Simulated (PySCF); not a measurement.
**How methods differ on the electron affinity of Pt**

Pt⁻ [Xe] 4f14 5d9 6s2 (2D) → Pt [Xe] 4f14 5d9 6s1 (3D), as a difference of total energies. Computed with PySCF 2.14 in aug-cc-pwCVTZ-PP with ECP60MDF (8s8p7d4f3g, 122 functions), with a scalar-relativistic core potential. Correlated levels: valence: 5s2 5p6 frozen; valence and next inner shell: nothing frozen outside the core potential. The calculations carry no spin-orbit coupling.

```tsv
method	electron affinity (eV)
UHF	0.436
LDA	2.419
PBE	2.109
PBE0	1.819
r2SCAN	1.990
revPBE	2.002
HSE06	1.873
SCS-MP2 (valence)	1.948
MP2 (valence and next inner shell)	2.051
SCS-MP2 (valence and next inner shell)	2.021
```

Estimate what PBEsol gives.

2.136 eV, closest to PBE among the rows shown.

Estimate what MP2 (valence) gives.

1.933 eV, closest to SCS-MP2 (valence) among the rows shown.

The reference lies between the lowest fine-structure levels, while these numbers refer to the centres of the terms.

Errors of the correlated levels include the incompleteness of this basis and the frozen core.

In the anion the highest occupied orbital energy is positive at LDA, PBE, PBE0, r2SCAN, revPBE, HSE06, PBEsol, a self-interaction effect; the basis confines that electron, and the energy difference can still be sensible.

For comparison: 2.125 eV (measured; photodetachment measurements, as compiled on the Wikipedia data page of electron affinities).
